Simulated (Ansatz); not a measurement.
Relaxation of BFH₂S₂Sn (7 atoms, charge 0, multiplicity 1), to a largest force component of 0.02 eV/Å in at most 50 steps.

Method: UKS BLYP-D4/def2-SVP in Ansatz.

```xyz
7
Properties=species:S:1:pos:R:3
F 0.751 -0.078 -2.471
B 0.716 -0.314 -1.067
S 0.660 -1.963 -0.093
S -0.996 -1.473 1.019
Sn -0.304 0.705 0.601
H -1.595 1.794 0.103
H 1.638 0.405 -1.102
```

Problem. Where does it end, and by what steps?

Solution. The run converged. After 18 steps the energy has fallen by 4.027 eV; H7 moved furthest, 1.75 Å. Parted: B2–Sn5 (2.20 → 3.88 Å).

```
step  energy less start (eV)  largest force component (eV/Å)  accepted
   0                  0.0000                           3.711       yes
   1                 -1.8172                           3.288       yes
   2                 -2.4256                           2.841       yes
   3                 -2.7761                           2.460       yes
   4                 -3.0721                           1.895       yes
   5                 -3.2338                           2.161       yes
   6                 -3.4718                           1.966       yes
   7                 -3.7110                           1.160       yes
   8                 -3.8597                           0.236       yes
   9                 -3.9390                           0.289       yes
  10                 -3.9978                           0.233       yes
  11                 -4.0098                           0.428       yes
  12                 -4.0094                           0.442        no
  13                 -4.0211                           0.253       yes
  14                 -4.0256                           0.121       yes
  15                 -4.0268                           0.042       yes
  16                 -4.0269                           0.023       yes
  17                 -4.0270                           0.022       yes
  18                 -4.0270                           0.005       yes
```

```xyz
7
Properties=species:S:1:pos:R:3
F 0.734 0.281 -1.952
B 1.478 -0.660 -1.356
S 0.925 -1.594 0.085
S -1.131 -0.977 0.385
Sn -0.958 1.484 0.762
H -2.773 1.439 0.830
H 2.595 -0.899 -1.764
```

Run time: 26 s on 2 threads of AMD EPYC 9R45 96-Core Processor (Zen 5) (shared host), peak memory 0.27 GiB.
